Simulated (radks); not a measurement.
Results of a calculation; reference values are marked as such.
Question: These are the eigenvalues of the occupied orbitals of an atom or ion with whole-number occupations (hartree). Code: a radial shooting solver on a logarithmic mesh with Libxc functionals. Model: scalar-relativistic Kohn-Sham, LDA (Slater exchange, Perdew-Wang correlation), spin-polarised, spherical densities, point nucleus.

orbital  eigenvalue
1s up     -2714.314
1s down   -2714.314
2s up     -474.0000
2s down   -473.9901
2p up     -413.0598
2p down   -413.0514
3s up     -111.4252
3s down   -111.4204
3p up     -93.53631
3p down   -93.53114
3d up     -73.52744
3d down   -73.51992
4s up     -24.65936
4s down   -24.64903
4p up     -18.79005
4p down   -18.77960
4d up     -11.50560
4d down   -11.49301
5s up      -4.86720
5s down    -4.78947
4f up      -3.40612
4f down    -3.38577
5p up      -3.35506
5p down    -3.25968
5d up      -1.61709
7p up      -0.49637

Which element is it, and in what charge state? The configuration may be excited. Open shells, if any, are filled with parallel spins first.

Answer: Z = 76, osmium, charge +3: Os3+ in [Xe] 4f14 5d4 7p1. The list shows which subshells hold electrons but not how many an open one holds; the 1s level, -2714.3 hartree, gives Z - s = 73.7 by -(Z - s)^2/2, which with screening and relativity narrows Z to a few neighbours, and the depths of the outer levels then fix element, charge and occupations together.
